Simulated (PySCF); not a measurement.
**Energy of Ta (tantalum, neutral) between two integer charges**

The 6s beta orbital of [Xe] 4f14 5d3 6s2 is emptied in steps (occupation f), with all orbitals relaxed, ending at [Xe] 4f14 5d3 6s1. Calculation: PySCF 2.14, in def2-TZVP with the def2 core potential (60 electrons); scalar relativity through the core potential. The exact energy is a straight line in f; departures are measured from the line between the end points of the same method.

```tsv
f	TPSS (eV)
1	0.000
0.8	-0.423
0.6	-0.653
0.4	-0.683
0.2	-0.485
0	0.000
```

Question: For TPSS, how does the orbital energy at f = 1 compare with the removal energy?

Answer: −ε = 4.486 eV against a total-energy difference of 7.087 eV. By Janak's theorem ε = ∂E/∂f, so the gap between them reflects the curvature. Along the path −ε is 5.455 (f = 0.8), 6.430 (f = 0.6), 7.465 (f = 0.4), 8.749 (f = 0.2) eV.

Reference removal energy between the ground levels: 7.550 eV (measured; NIST Atomic Spectra Database, ionization energies). The calculation has no spin-orbit coupling.
